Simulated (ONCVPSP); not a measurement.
**Which change was made? (Ce, ONCV)**

cerium (Ce), optimised norm-conserving Vanderbilt (ONCV), made with ONCVPSP 4.0.1 (PBEsol, scalar-relativistic). Core [Kr] 4d10, reference 4f1 5s2 5p6 5d1 6s1.75 (charge +0.25). Waves: 5s+6s: rc 2.85 bohr, ncon 3, nbas 6, qcut 4.6 1/bohr, 2 projectors; 5p: rc 1.70 bohr, ncon 4, nbas 8, qcut 5 1/bohr, 2 projectors, debl 2.7 Ha; 5d: rc 2.65 bohr, ncon 4, nbas 9, qcut 4.1 1/bohr, 1 projector; 4f: rc 1.20 bohr, ncon 4, nbas 9, qcut 12.4 1/bohr, local. Local part: the f channel. Core correction: polynomial model core, fcfact 0.6.

Cutoffs, loose and tight: the cutoffs (Ha) at which the residual kinetic energy of the hardest occupied pseudo-wave falls to 1 and 0.1 mHa per electron. They do not see the model core or the augmentation charge, which bear on the density cutoff. Test errors are all-electron minus pseudo excitation energies from the reference, over the configurations 4f1 5s2 5p6 5d1 6s2; 4f1 5s2 5p6 5d1 6s1; 4f1 5s2 5p6 5d1 6s0; 4f1 5s2 5p6 5d0 6s0; variants that change the core or the reference have their own tests. The largest error is taken over the tests solved by every variant that gives reliable tests at all, those not shown here included: 4f1 5s2 5p6 5d1 6s0; 4f1 5s2 5p6 5d1 6s1; 4f1 5s2 5p6 5d1 6s2.

The base gives: outcome: generated; cutoff, loose: 72 Ha; cutoff, tight: 131 Ha; bound ghosts: s, p, d; GHOST(+) flags above zero: none; largest test error (meV): -9.2.

(1) After one change the result is: outcome: generated; cutoff, loose: 102 Ha; cutoff, tight: 115 Ha; bound ghosts: s, p, d; GHOST(+) flags above zero: s; largest test error (meV): -7.0. Which change was it?
A. s: qcut 3.4; p: qcut 3.7; d: qcut 3; f: qcut 9.2
B. s: qcut 5.4; p: qcut 5.9; d: qcut 4.9; f: qcut 14.7
C. s: qcut 6.4; p: qcut 6.9; d: qcut 5.7; f: qcut 17.2
D. s: qcut 3.7; p: qcut 4; d: qcut 3.3; f: qcut 9.9

Answers

(1) C. The others give: s: qcut 3.4; p: qcut 3.7; d: qcut 3; f: qcut 9.2 → outcome: generated; cutoff, loose: 243 Ha; cutoff, tight: 312 Ha; bound ghosts: s, p; GHOST(+) flags above zero: s, d; largest test error (meV): -4.8 | s: qcut 5.4; p: qcut 5.9; d: qcut 4.9; f: qcut 14.7 → outcome: generated; cutoff, loose: 86 Ha; cutoff, tight: 95 Ha; bound ghosts: s, p, d; GHOST(+) flags above zero: s; largest test error (meV): -7.8 | s: qcut 3.7; p: qcut 4; d: qcut 3.3; f: qcut 9.9 → outcome: generated; cutoff, loose: 232 Ha; cutoff, tight: 289 Ha; bound ghosts: s, p, d; GHOST(+) flags above zero: s; largest test error (meV): -13.
